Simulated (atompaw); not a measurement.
# dysprosium (Dy): PAW (atompaw) pseudisation with LDA (PW92), scalar-relativistic reference atom.

* Element: dysprosium (Dy)
* Generator: atompaw 4.2.0.5
* Type: PAW
* Functional: LDA (PW92)
* Relativity: scalar-relativistic
* Frozen core: [Kr] 4d10 5s2
* Valence charge: 18
* Reference configuration: 4f9 5p6 5d1 6s2 6p0
* Partial waves: 6s (bound): rc 2.12 bohr; 6s channel at 3.15 Ry: rc 3.00 bohr; 5p (bound): rc 2.60 bohr; 6p (bound, empty): rc 3.00 bohr; 5d (bound): rc 3.00 bohr; 5d channel at 0.7 Ry: rc 3.00 bohr; 4f (bound): rc 0.75 bohr; 4f channel at 1.45 Ry: rc 0.75 bohr
* Local potential: troulliermartins scheme with l = 4 at 0.5 Ry, radius 2.45 bohr
* Core correction: smooth core density matched at 2.75 bohr
* Augmentation charge: sinc compensation charge, radius 2.50 bohr; PAW radius 3.00 bohr; waves and projectors: custom rrkj vanderbiltortho

What the tests gave:

```json
{
 "Cutoffs needed": "over 300 Ry and over 300 Ry (the cutoffs (Ry, on a coarse ladder) from which the occupation-weighted sum of valence levels, in a spherical-Bessel basis at the reference potential, stays within 10 and 1 mRy of its value at 400 Ry)",
 "Ghost test": "ghost state, extra bound levels that the all-electron valence spectrum of the same l lacks: s at -63.7 eV; a true bound ghost makes a file unfit for plane-wave use (spherical-Bessel basis up to 400 Ry, 20 bohr box)",
 "Lowest eigenvalue of the overlap operator": "0.04 (s channel)",
 "Overlap eigenvalues printed by atompaw (projector basis)": "0.0757, 0.146, 0.721, 0.894, 1.57, 42.1, 2.26e+03, 2.88e+03",
 "Share of each valence orbital outside the PAW sphere": "6s 72 %, 5p 1 %, 6p 92 %, 5d 36 %, 4f 0 %"
}
```

Generation and tests took about 23 s on one core of a shared server CPU.
